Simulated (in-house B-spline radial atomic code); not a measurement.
Results of a calculation; reference values are marked as such.
# Making a Troullier-Martins p channel for Ag, r_c = 0.89 bohr

Ag, [Kr] 4d10 5s1, non-relativistic LDA (VWN5), spherical and spin-unpolarised, from an all-electron radial atomic-structure program (B-spline basis) (atomic units). The all-electron 4p level is ε = -2.086603 hartree, its outermost node lies just inside 0.46 bohr and its outer maximum at 0.89 bohr.

Inside r_c the pseudo-orbital is u(r) = r^2 exp(p(r)), with p = c0 + c2 r² + c4 r⁴ + … + c12 r¹². The seven coefficients follow from p and its first four derivatives at r_c, from zero curvature of the screened potential at the origin, c4 = −c2²/(2l + 5), and from the norm inside r_c. At r_c the all-electron orbital has P = 1.134812, P' = -0.02532735, the screened potential V = -6.674823, V' = 18.2995, V'' = -61.32926, and the norm inside is Q = 0.3871942.

Question: What are p, p' and p'' at r_c?

Answer: p = ln(P/r_c^2) = ln(1.134812/0.7921) = 0.35953. p' = P'/P − 2/r_c = -0.02232 − 2.24719 = -2.26951. The radial equation gives p'' = 2(V − ε) − 2(2) p'/r_c − p'² = -9.17644 − (-10.20004) − 5.15068 = -4.12707. Differentiating, p''' = 2V' + 2(2)p'/r_c² − 2(2)p''/r_c − 2p'p'' = 24.954, and p'''' = 2V'' − 4(2)p'/r_c³ + 4(2)p''/r_c² − 2(2)p'''/r_c − 2p''² − 2p'p''' = -171.54.

For a trial c2 the five matching conditions are linear in c0, c6, c8, c10 and c12, and c2 is varied until the norm inside r_c equals Q. The root nearest zero gives:

```tsv
n	c_n
0	0.9490617
2	-0.4048617
4	-0.02341614
6	1.016696
8	-5.512841
10	6.284161
12	-2.221764
```

Question: Check c4 and p(r_c), and find the screened pseudopotential at the origin.

Answer: −c2²/7 = -0.0234161, as listed. The terms c_n r_c^n are 0.94906, -0.32069, -0.01469, 0.50528, -2.17018, 1.95951, -0.54875, which sum to 0.35953. Inverting the radial equation, V_l(r) = ε + 2 p'/r + (p'' + p'²)/2, so V_l(0) = ε + (2l + 3) c2 = -2.086603 + 5 × (-0.404862) = -4.1109 hartree, finite where the all-electron potential diverges.

Orbitals and screened potentials:

| r (bohr) | P | u | V all-electron | V pseudo |
| --- | --- | --- | --- | --- |
| 0.089 | 0.365 | 0.0204 | -365.1 | -4.109 |
| 0.222 | -0.5183 | 0.1248 | -97.15 | -4.071 |
| 0.356 | -0.4438 | 0.3112 | -43.48 | -4.066 |
| 0.49 | 0.2004 | 0.5622 | -24.06 | -4.669 |
| 0.623 | 0.7568 | 0.8387 | -14.87 | -6.442 |
| 0.756 | 1.056 | 1.06 | -9.789 | -8.055 |
| 0.89 | 1.135 | 1.135 | -6.675 | -6.675 |

Logarithmic derivatives P'/P at R = 1.19 bohr, for energies E around ε:

| E − ε (hartree) | all-electron | pseudo |
| --- | --- | --- |
| -0.5 | -0.424912 | -0.426365 |
| -0.25 | -0.772566 | -0.773003 |
| -0.1 | -1.0044 | -1.00447 |
| 0 | -1.17028 | -1.17028 |
| 0.1 | -1.34636 | -1.34645 |
| 0.25 | -1.63209 | -1.63275 |
| 0.5 | -2.17785 | -2.1812 |

Question: With P(R) = 0.9185002 and a norm of 0.7205045 inside R, what slope in energy does norm conservation fix?

Answer: d(P'/P)/dE = −2 × (norm inside R)/P(R)² = -1.7081 per hartree·bohr at E = ε, for both atoms, since orbital and norm agree at R. Differences over ±0.1 hartree give -1.7098 (all-electron) and -1.7099 (pseudo), which also hold third-order terms. Half a hartree below ε the two curves differ by -0.0015.
